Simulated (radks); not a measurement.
Q: The mean radii <r> (bohr) of the occupied orbitals of an atom or ion are listed with their occupations. All-electron calculation, Dirac Kohn-Sham, PBEsol, spin-unpolarised, spherical densities, point nucleus. Program: a radial shooting solver on a logarithmic mesh with Libxc functionals.

orbital  occ.      <r>
1s1/2       2  0.02305

Name the element and its charge. Open shells, if any, are shared by 2j + 1.

A: Z = 61, promethium, charge +59: Pm59+ in [He]. The 1s radius gives Z: for a bare nucleus <r> = (2 gamma + 1)/(2Z) with gamma = sqrt(1 - (Z/c)^2), 0.02288 bohr for Z = 61, and screening makes it slightly larger (0.02305 here). The occupations add up to 2, and the charge is Z minus that.
